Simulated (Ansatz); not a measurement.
`NC(F)(F)[SiH3]` + `N[SiH](O)[SnH3]` → `N[SiH]([SiH3])[SnH3]` + `NC(O)(F)F`  (formal exchange of groups at the Si–C bond)

Gas-phase electronic energies from Ansatz, PBE0-D4/def2-TZVP geometries. CCSD(T)/CBS is the MP2 limit (def2-TZVPP, def2-QZVPP) plus CCSD(T) − MP2 in def2-TZVPP, frozen cores. DFT in def2-TZVPP. B3LYP here is the variant with VWN-RPA as its local correlation; programs differ in this. def2 core potentials past Kr. For Sn outer-core shells are correlated without core-valence functions, which leaves a few kJ/mol of doubt a bond. One conformer a species, not always the lowest.

`NC(F)(F)[SiH3]`:

Cartesian coordinates in Å:
```
N 0.165 1.605 0.017
C 0.097 0.346 0.669
F 1.259 0.197 1.372
F -0.923 0.420 1.575
Si -0.165 -1.230 -0.416
H 0.946 1.644 -0.625
H -0.693 1.810 -0.478
H 0.964 -1.292 -1.379
H -0.212 -2.454 0.418
H -1.441 -1.046 -1.154
```

`N[SiH](O)[SnH3]`:

Cartesian coordinates in Å:
```
N 1.432 -0.670 -1.085
Si 0.374 0.543 -0.528
O 1.164 1.652 0.413
Sn -1.488 -0.591 0.838
H 2.048 -0.494 -1.863
H 1.820 -1.353 -0.456
H -0.169 1.212 -1.741
H 0.635 2.308 0.871
H -2.720 -1.239 -0.152
H -2.234 0.506 1.922
H -0.861 -1.874 1.782
```

`N[SiH]([SiH3])[SnH3]`:

Cartesian coordinates in Å:
```
N -1.164 -0.255 1.688
Si -0.634 -0.388 0.044
Si 1.343 -1.609 -0.301
Sn -0.330 1.995 -0.865
H -0.639 0.322 2.326
H -1.506 -1.078 2.159
H -1.722 -1.064 -0.718
H 2.485 -0.933 0.376
H 1.237 -2.990 0.252
H 1.655 -1.706 -1.755
H 0.541 1.995 -2.335
H 0.557 2.933 0.259
H -1.824 2.779 -1.129
```

`NC(O)(F)F`:

Z-matrix (Å, degrees):
```
C
O 1 1.366
F 1 1.357 2 109.2
N 1 1.402 2 113.6 3 122.2
F 1 1.357 2 109.2 3 -115.7
H 2 0.965 1 108.7 3 58.0
H 4 1.011 1 110.1 2 60.2
H 4 1.011 1 110.1 2 -60.7
```

CCSD(T)/CBS gives +79.7 kJ/mol.

Problem. Another level gave +70.4 kJ/mol. Which?
A. B3LYP/def2-TZVPP
B. PBE0-D4/def2-TZVPP
C. PBE-D4/def2-TZVPP
D. ωB97X-V/def2-TZVPP

Solution. D. ωB97X-V 70.4, B3LYP 80.7, PBE0-D4 58.0, PBE-D4 62.4 kJ/mol.

Largest T1 diagnostic among the species: 0.013.

From PBE to PBE0 (25 % exact exchange), in def2-TZVPP and without D4, ΔE moves by −4.3 kJ/mol.
